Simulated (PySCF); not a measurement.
**Nuclear quadrupole coupling in `O=S(=O)(O)C([SiH3])=C=S`**

Species: C2H4O3S2Si.
Geometry (GFN2-xTB, Å), atoms numbered from 1 in this order:
```xyz
12
C2H4O3S2Si angstrom
O     -2.0382   -0.4587   -1.3143
S     -1.2304    0.1730   -0.3209
O     -1.1324    1.5975   -0.2885
O     -1.7820   -0.3108    1.1155
C      0.4093   -0.4261   -0.2889
Si     1.3958    1.0698    0.3166
C      0.7000   -1.6306   -0.6214
S      1.1069   -3.0784   -1.0118
H     -2.4511   -0.9901    1.0134
H      2.7257    0.4778    0.5350
H      1.4621    2.0633   -0.7480
H      0.8355    1.5124    1.5873
```

Field gradients from the PBE0/pcSseg-1 density (PySCF, non-relativistic), principal values in atomic units, ordered |Vxx| ≤ |Vyy| ≤ |Vzz|:

```csv
atom,Vxx,Vyy,Vzz
O1,-0.6181,-0.7022,1.3203
S2,-0.2277,-0.6366,0.8643
O3,-0.6178,-0.6750,1.2927
O4,-0.1362,-1.6520,1.7882
S8,0.8260,1.0048,-1.8308
```

**Question.** Find the asymmetry η = (Vxx − Vyy)/Vzz and the couplings χ = eQV/h (234.96 MHz × Q in barn × V in au), with Q(17O) = −0.0256 b, Q(33S) = −0.0678 b.

**Answer.** 
```csv
atom,environment,nucleus,η,χzz (MHz),χxx (MHz),χyy (MHz)
O1,sulfonyl oxygen,17O,0.06,-7.94,3.72,4.22
S2,sulfonyl sulfur,33S,0.47,-13.77,3.63,10.14
O3,sulfonyl oxygen,17O,0.04,-7.78,3.72,4.06
O4,hydroxyl oxygen,17O,0.85,-10.76,0.82,9.94
S8,sulfur bonded to C,33S,0.10,29.17,-13.16,-16.01
```

The gradient is axial or nearly so (η below 0.05) at O3. The tensor is traceless: Vxx + Vyy + Vzz = 0.

**Question.** What is Vzz at O3 in SI units (1 au = 9.71736 × 10²¹ V/m²)?

**Answer.** 1.2927 au = 12.562 × 10²¹ V/m².

**Question.** What couplings would deuterons (Q(2H) = 0.00286 b) have in place of the hydrogens, at this geometry?

**Answer.** 
```csv
atom,bonded to,bond length (Å),Vzz (au),η,χzz (kHz)
H9,O4,0.959,0.4765,0.12,320
H10,Si6,1.472,0.1544,0.03,104
H11,Si6,1.458,0.1648,0.05,111
H12,Si6,1.458,0.1633,0.05,110
```

Geometry: GFN2-xTB, one conformer, isolated molecule. GFN2-xTB bond lengths can be off by several hundredths of an ångström, more for odd bonds, and the gradients follow them. A larger basis could move these couplings by a tenth or more.
